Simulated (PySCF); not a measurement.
**Identify the compound**

An unknown has the formula C$_{4}$H$_{9}$F$_{3}$Si$_{2}$. Its calculated NMR data are:

¹H NMR (500 MHz, computed): δ 7.69 (m, 1H), 4.47 (m, 2H), 4.31 (s, 3H), 0.32 (t, 3H).

¹³C{¹H} NMR (computed): δ 166.8 (CH), 155.4 (C), 134.3 (C), -5.2 (CH3).

[PySCF 2.14.0 with density-fitted response routines: geometry: GFN2-xTB; σ from GIAO-PBE0/pcSseg-1; single conformer; no solvent model; rapidly exchanging positions averaged; relativity neglected]

References, each an isolated molecule treated in the same way: TMS for ¹H (σ = 31.72 ppm) and ¹³C (σ = 186.93 ppm).

Question: Which candidate is it?
A. FC(F)(F)CC1[SiH2]C[SiH2]1
B. C[SiH2]/C=C(/[SiH3])C(F)(F)F
C. C[SiH2]/C=C(\[SiH3])C(F)(F)F

Answer: B. 

- The formula gives 1 degree of unsaturation (no ring in the answer).
- 4 carbon signals for 4 carbons: no two carbons are equivalent.
- Carbon types of the structure: 2 × C, 1 × CH, 1 × CH3, leaving 5 H on heteroatoms.
- δC 166.8: alkene CH.
- δC 155.4: fully substituted alkene carbon; as expected for a trigonal carbon in a double bond.
- δC 134.3: CF3 carbon; 3 electronegative neighbours deshield it.
- δC -5.2: methyl carbon bonded to Si; an electropositive neighbour leaves it electron-rich and shielded.
- δH 0.32: hydrogen on a methyl carbon bonded to Si; an electropositive neighbour shields it, as in TMS itself.

The others: FC(F)(F)CC1[SiH2]C[SiH2]1 would give 6 signals for carbon-bound and other non-exchanging H, not 4; C[SiH2]/C=C(\[SiH3])C(F)(F)F has carbons computed at 155.9, 149.7, 133.4, -6.7.

Splittings by ¹⁹F in the carbon and heteronuclear signals aren't shown, as no couplings were computed. Shifts are as computed. Against solution values, carbons near 30 ppm lie about +3 ppm off and those near 130 ppm about +5 ppm. Of 1211 compounds with measured shifts, 218 miss one by over three times the rms of a fit or turn the order of signals round; such compounds aren't used in these exercises. Multiplicities follow the n + 1 count of equivalent neighbours, as no J values were calculated; m marks all less simple cases, F and P coupling included.
